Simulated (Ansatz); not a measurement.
# Redistribution: CHCl2F + CH3I → CHCl2I + CH3F

Species: CHCl2F (dichlorofluoromethane) `FC(Cl)Cl`, singlet; CH3I (methyl iodide) `CI`, singlet; CHCl2I (dichloroiodomethane) `ClC(Cl)I`, singlet; CH3F (fluoromethane) `CF`, singlet. The partners trade F for I; both sit on C, so the bond types are kept.

Shapes, held fixed at every level: PBE0-D4/def2-TZVP. Programs: Ansatz 0.2.0. The zero-point and thermal change to 298 K, harmonic and unscaled (PBE0-D4/def2-TZVP), is +1.0 kJ/mol.

```json
{"level": "HF/def2-TZVPP", "kind": "Hartree–Fock", "ΔH(298 K) (kJ/mol)": "+53.7", "less CCSD(T)/def2-TZVPP": "+10.0", "CPU time (sum over the molecules)": "–"}
{"level": "B3LYP-D4/def2-TZVPP", "kind": "global hybrid", "ΔH(298 K) (kJ/mol)": "+40.6", "less CCSD(T)/def2-TZVPP": "-3.1", "CPU time (sum over the molecules)": "21 s"}
{"level": "BHLYP-D4/def2-TZVPP", "kind": "global hybrid", "ΔH(298 K) (kJ/mol)": "+42.2", "less CCSD(T)/def2-TZVPP": "-1.5", "CPU time (sum over the molecules)": "16 s"}
{"level": "r2SCAN0-D4/def2-TZVPP", "kind": "global hybrid", "ΔH(298 K) (kJ/mol)": "+50.2", "less CCSD(T)/def2-TZVPP": "+6.5", "CPU time (sum over the molecules)": "25 s"}
{"level": "wB97M-V/def2-TZVPP", "kind": "range-separated hybrid", "ΔH(298 K) (kJ/mol)": "+47.5", "less CCSD(T)/def2-TZVPP": "+3.8", "CPU time (sum over the molecules)": "49 s"}
{"level": "wB97X-V/def2-TZVPP", "kind": "range-separated hybrid", "ΔH(298 K) (kJ/mol)": "+47.4", "less CCSD(T)/def2-TZVPP": "+3.7", "CPU time (sum over the molecules)": "45 s"}
{"level": "CCSD/def2-SVP", "kind": "coupled cluster or CI", "ΔH(298 K) (kJ/mol)": "+50.7", "less CCSD(T)/def2-TZVPP": "+7.0", "CPU time (sum over the molecules)": "–"}
{"level": "CCSD(T)/def2-TZVPP", "kind": "coupled cluster or CI", "ΔH(298 K) (kJ/mol)": "+43.7", "less CCSD(T)/def2-TZVPP": "0.0", "CPU time (sum over the molecules)": "2 min"}
```

The highest level, CCSD(T)/def2-TZVPP, gives ΔH(298 K) = +43.7 kJ/mol; the levels span +40.6 to +53.7. The column of differences is taken from that level and isn't an error. No measured value is set beside it here. For atoms past krypton def2 sets carry core potentials with scalar relativity. Correlated rows may include outer-core shells of I, which these sets cover unevenly. Times are processor times on shared x86 and Arm servers, and rough.
